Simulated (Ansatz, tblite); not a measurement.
Breaking a bond: AlH, singlet.

Levels: UKS-B3LYP = unrestricted B3LYP/cc-pVQZ (Ansatz, an electronic-structure program); UMP2 = MP2 on UHF/cc-pVQZ, frozen core run with Ansatz; FCI = full CI/cc-pVQZ, frozen core in Ansatz; GFN2-xTB, 300 K electronic temperature (tblite).

Energies are in kJ/mol, each relative to the lowest point of its own curve near equilibrium.

```json
[
 {"R / Å": "1.23", "UKS-B3LYP": "166.2", "UMP2": "172.1", "FCI": "166.5", "GFN2-xTB": "141.9"},
 {"R / Å": "1.34", "UKS-B3LYP": "76.9", "UMP2": "80.4", "FCI": "76.0", "GFN2-xTB": "53.8"},
 {"R / Å": "1.40", "UKS-B3LYP": "46.2", "UMP2": "48.8", "FCI": "45.2", "GFN2-xTB": "28.2"},
 {"R / Å": "1.49", "UKS-B3LYP": "17.2", "UMP2": "18.8", "FCI": "16.3", "GFN2-xTB": "7.6"},
 {"R / Å": "1.58", "UKS-B3LYP": "3.3", "UMP2": "4.0", "FCI": "2.8", "GFN2-xTB": "0.2"},
 {"R / Å": "1.59", "UKS-B3LYP": "2.5", "UMP2": "3.1", "FCI": "2.1", "GFN2-xTB": "0.0"},
 {"R / Å": "1.66", "UKS-B3LYP": "0.0", "UMP2": "0.0", "FCI": "0.0", "GFN2-xTB": "0.6"},
 {"R / Å": "1.70", "UKS-B3LYP": "0.7", "UMP2": "0.4", "FCI": "1.0", "GFN2-xTB": "2.5"},
 {"R / Å": "1.79", "UKS-B3LYP": "6.7", "UMP2": "5.6", "FCI": "7.7", "GFN2-xTB": "9.5"},
 {"R / Å": "1.84", "UKS-B3LYP": "12.0", "UMP2": "10.6", "FCI": "13.4", "GFN2-xTB": "14.7"},
 {"R / Å": "1.91", "UKS-B3LYP": "21.2", "UMP2": "19.2", "FCI": "23.3", "GFN2-xTB": "22.8"},
 {"R / Å": "2.04", "UKS-B3LYP": "42.0", "UMP2": "38.9", "FCI": "45.1", "GFN2-xTB": "40.5"},
 {"R / Å": "2.23", "UKS-B3LYP": "76.6", "UMP2": "76.9", "FCI": "81.0", "GFN2-xTB": "72.0"},
 {"R / Å": "2.52", "UKS-B3LYP": "130.9", "UMP2": "155.6", "FCI": "135.8", "GFN2-xTB": "126.4"},
 {"R / Å": "2.74", "UKS-B3LYP": "169.4", "UMP2": "204.4", "FCI": "173.4", "GFN2-xTB": "170.3"},
 {"R / Å": "2.93", "UKS-B3LYP": "199.8", "UMP2": "230.6", "FCI": "202.0", "GFN2-xTB": "208.5"},
 {"R / Å": "3.33", "UKS-B3LYP": "243.8", "UMP2": "259.9", "FCI": "248.8", "GFN2-xTB": "284.2"},
 {"R / Å": "3.67", "UKS-B3LYP": "265.8", "UMP2": "270.8", "FCI": "274.6", "GFN2-xTB": "336.5"},
 {"R / Å": "4.08", "UKS-B3LYP": "282.2", "UMP2": "276.7", "FCI": "292.0", "GFN2-xTB": "378.1"},
 {"R / Å": "4.42", "UKS-B3LYP": "290.7", "UMP2": "278.8", "FCI": "299.0", "GFN2-xTB": "—"},
 {"R / Å": "4.99", "UKS-B3LYP": "298.9", "UMP2": "280.2", "FCI": "303.7", "GFN2-xTB": "—"},
 {"R / Å": "5.84", "UKS-B3LYP": "303.9", "UMP2": "280.7", "FCI": "305.3", "GFN2-xTB": "—"},
 {"R / Å": "6.65", "UKS-B3LYP": "304.7", "UMP2": "280.8", "FCI": "305.5", "GFN2-xTB": "—"}
]
```

At the longest distance, 6.65 Å, FCI lies highest above its minimum (305.5 kJ/mol) and UMP2 lowest (280.8 kJ/mol).

Dashes: no converged value, or the column stops at the first point that the program doubted or that broke a chosen test of continuity, which isn't proof of a fault.

The unrestricted determinant behind UKS-B3LYP is spin-contaminated at 2.93 to 6.65 Å (<S²> up to 1.0, against 0.00 for a pure singlet). The unrestricted determinant behind UMP2 is spin-contaminated at 1.23 to 1.91, 2.52 to 6.65 Å (<S²> up to 1.0, against 0.00 for a pure singlet).
